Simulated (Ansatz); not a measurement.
Steps of a relaxation of Cl3HfI, SMILES `[Cl][Hf]([Cl])([Cl])[I]` with RKS PBE-D4/def2-SVP.

```sh
$ ansatz run in.yaml --threads 4 --pin off --events-out ev --progress --plain --max-ram 10444MiB
```

```yaml
crystal:
  periodic: [false, false, false]
  atoms:
    - {symbol: Cl, position_ang: [-0.802700, -0.207100, 2.568600]}
    - {symbol: Hf, position_ang: [-0.036500, -0.154400, 0.002900]}
    - {symbol: Cl, position_ang: [2.353500, -1.295900, -0.190500]}
    - {symbol: Cl, position_ang: [-1.520900, -1.103800, -1.730800]}
    - {symbol: I, position_ang: [0.056400, 2.687600, -0.691600]}
basis:
  gaussian: {orbitals: def2-SVP}
hamiltonian: {xc: pbe, dispersion: d4}
relax: {f_tol: 0.03, max_steps: 200}
```

Positions (Å) and forces (eV/Å) along the path, 5 of 5 steps:

```xyz
5
step=1 energy=-46955.6685 eV
Cl   -0.803   -0.207    2.569    0.770   -0.019   -2.928
Hf   -0.036   -0.154    0.003    0.752   -0.061    0.753
Cl    2.353   -1.296   -0.191   -2.672    1.310    0.193
Cl   -1.521   -1.104   -1.731    1.146    0.696    1.514
I     0.056    2.688   -0.692    0.004   -1.926    0.468
5
step=2 energy=-46957.0589 eV
Cl   -0.754   -0.212    2.376    0.403   -0.065   -1.579
Hf   -0.006   -0.153    0.029    0.590    0.335    0.771
Cl    2.183   -1.209   -0.177   -1.273    0.659    0.111
Cl   -1.435   -1.055   -1.611    0.204    0.057    0.435
I     0.062    2.555   -0.658    0.076   -0.985    0.262
5
step=3 energy=-46957.2328 eV
Cl   -0.720   -0.245    2.187   -0.517   -0.159    1.423
Hf    0.023   -0.111    0.058   -0.698    0.279   -1.456
Cl    2.055   -1.105   -0.154    1.107   -0.481   -0.060
Cl   -1.428   -1.079   -1.513   -0.003   -0.053    0.152
I     0.119    2.467   -0.619    0.111    0.414   -0.060
5
step=4 energy=-46957.3466 eV
Cl   -0.803   -0.291    2.200    0.077    0.011   -0.152
Hf    0.002   -0.095    0.006    0.053   -0.046    0.086
Cl    2.133   -1.061   -0.179   -0.171    0.053    0.024
Cl   -1.494   -1.154   -1.451    0.069    0.058    0.038
I     0.212    2.527   -0.617   -0.029   -0.077    0.005
5
step=5 energy=-46957.3501 eV
Cl   -0.780   -0.290    2.202    0.000   -0.003   -0.006
Hf    0.004   -0.094    0.010   -0.001   -0.003    0.003
Cl    2.116   -1.076   -0.165   -0.005    0.002   -0.001
Cl   -1.480   -1.135   -1.464    0.005    0.003    0.007
I     0.190    2.522   -0.624    0.001    0.001   -0.002
```

It took 11 s on 4 threads of an Arm Neoverse V1 on a shared host, with 0.19 GiB of host memory at the peak.
